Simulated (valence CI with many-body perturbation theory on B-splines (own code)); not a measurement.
Values are calculated unless marked as measured or tabulated.
## A CI+MBPT run for Sn⁺

The program does CI of the valence electrons with many-body perturbation theory for a frozen closed Dirac-Fock core.

Command, and the settings that its task file holds:

```sh
python run_cv.py task.json out
```

```
atom Sn  Z=50  mass_number=120  rms_radius_fm=4.6519
core [Kr] 4d10 5s1
valence 5s2 5p1
avg = 1
basis = S
breit = 1
cap = 10000
capref = 1200
cscale = 1
de = 0.0
dress = 0
eps = 2e-08
extrap = 1
h = 0.27
hh = 1
l2 = 3
lcore = 6
maxit = 60
n2 = 5
natural = 1
nlev = 20
nno = [3, 3, 3, 2, 1]
nroot = 26
nsp = [3, 3, 2, 1, 0]
pt2 = 1
qed = 1
rpa = 1
s1 = 1
s2 = 1
s3 = 1
screen = 1
tol = 2e-05
whole = 1
```

(1) What became of the run, and why?

Answers

(1) It gave no result: the perturbation theory needs a core of closed shells. The program said: "the core must hold closed shells only".
